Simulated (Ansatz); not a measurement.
Ag₄O₃⁻, relaxed as a doublet with UKS PBE-D4/def2-SVPD in Ansatz, starting from the GFN2-xTB geometry. Force threshold 0.02 eV/Å.

In the def2 sets Ag takes a core potential; there is no spin–orbit coupling. Another isomer (doublet) lies 1.51 eV lower at PBE0-D4/def2-TZVPD; other spin states weren't run for this one.

Start:

```csv
atom,x (Å),y (Å),z (Å)
Ag1,-1.9711,2.4980,-2.3291
Ag2,2.2778,-2.8722,1.4523
Ag3,0.7228,-0.9130,0.6577
Ag4,-0.7274,0.9249,-0.6358
O5,-1.9976,2.4977,-0.4607
O6,0.4125,-0.4814,-1.1459
O7,1.2830,-1.6540,2.4616
```

(1) Estimate the energy that the relaxation releases and the steps that it takes.

(2) Does the start keep its bonding and symmetry?

(3) Predict the relaxed structure.

Answers

(1) 109.5 kJ/mol, in 6 steps; 70 s on 4 threads of Arm Neoverse V1 on a shared host. No frequencies were taken in this run, so the end may be a saddle point.

(2) By distances, no bond broke or formed, bridged metal pairs apart. The bond that changes most is Ag1–O5, from 1.87 to 2.02 Å (atoms count from 1). Metal–metal contacts that move far: Ag3–Ag4 2.67 to 3.36 Å. Point group C2v at the start, C2v at the end, both within 0.05 Å.

(3) 
```tsv
atom	x (Å)	y (Å)	z (Å)
Ag1	-2.3205	2.9452	-2.6734
Ag2	2.6465	-3.3377	1.7497
Ag3	0.9175	-1.1582	0.7972
Ag4	-0.9054	1.1475	-0.8260
O5	-2.1554	2.6983	-0.6726
O6	0.3372	-0.3950	-0.9398
O7	1.4801	-1.9002	2.5647
```
Bond lengths (bridged metal pairs left out): 6 × Ag–O 1.98 to 2.02 Å.
